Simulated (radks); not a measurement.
Problem. The mean radii <r> (bohr) of the occupied orbitals of an atom or ion are listed with their occupations. Method: Dirac Kohn-Sham, PW91, spin-unpolarised, spherical densities, point nucleus; computed with a radial shooting solver on a logarithmic mesh with Libxc functionals.

| orbital | occ. | <r> |
|---|---|---|
| 1s1/2 | 2 | 0.02611 |
| 2s1/2 | 2 | 0.1117 |
| 2p1/2 | 2 | 0.09402 |
| 2p3/2 | 4 | 0.09991 |
| 3s1/2 | 2 | 0.2987 |
| 3p1/2 | 2 | 0.2887 |
| 3p3/2 | 4 | 0.3005 |
| 3d3/2 | 4 | 0.2714 |
| 3d5/2 | 6 | 0.2751 |
| 4s1/2 | 2 | 0.6945 |
| 4p1/2 | 2 | 0.7203 |
| 4p3/2 | 4 | 0.7478 |
| 4d3/2 | 4 | 0.8296 |
| 4d5/2 | 6 | 0.8399 |
| 5s1/2 | 2 | 1.705 |
| 5p1/2 | 2 | 1.934 |
| 5p3/2 | 3 | 2.013 |

Name the element and its charge. Open shells, if any, fill j = l - 1/2 first.

Solution. Z = 55, caesium, charge +2: Cs2+ in [Kr] 4d10 5s2 5p5. The 1s radius gives Z: for a bare nucleus <r> = (2 gamma + 1)/(2Z) with gamma = sqrt(1 - (Z/c)^2), 0.02574 bohr for Z = 55, and screening makes it slightly larger (0.02611 here). The occupations add up to 53, and the charge is Z minus that.
